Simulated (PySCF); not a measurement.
**Sn+ (tin, charge +1) across methods**

[Kr] 4d10 5s2 5p1, 2P determinant. All numbers are calculated (PySCF 2.14, a scalar-relativistic core potential, in aug-cc-pVTZ-PP with one added diffuse shell each of d, f type with ECP28MDF (6s5p5d3f, 67 functions)).

| method | E (hartree) | mean ε 5s α (eV) | mean ε 5s β (eV) | mean ε 5p α (eV) | Σ⟨r²⟩ (bohr²) | ⟨S²⟩ |
| --- | --- | --- | --- | --- | --- | --- |
| r2SCAN | -214.0587 | -18.449 | -17.639 | -10.947 | 42.51 | 0.755 |
| PBE | -213.9824 | -18.126 | -17.468 | -10.616 | 42.73 | 0.752 |
| CAM-B3LYP | -213.9678 | -20.798 | -19.843 | -12.811 | 42.76 | 0.753 |
| PBE0 | -213.9903 | -19.289 | -18.330 | -11.621 | 42.70 | 0.753 |
| LDA | -213.6377 | -18.462 | -17.889 | -10.680 | 42.62 | 0.751 |
| BHandHLYP | -213.9249 | -20.334 | -19.223 | -12.418 | 42.86 | 0.753 |
| UHF | -213.08851 | -21.901 | -19.890 | -14.032 | 43.41 | 0.761 |
| wB97X | -214.0256 | -21.748 | -20.895 | -13.615 | 42.64 | 0.752 |

Problem. Estimate the same row for MN15.

Solution. E (hartree) = -213.5240; mean ε 5s α (eV) = -20.162; mean ε 5s β (eV) = -19.341; mean ε 5p α (eV) = -12.109; Σ⟨r²⟩ (bohr²) = 42.90; ⟨S²⟩ = 0.753.

Energies and moments cover only the electrons outside the core potential.
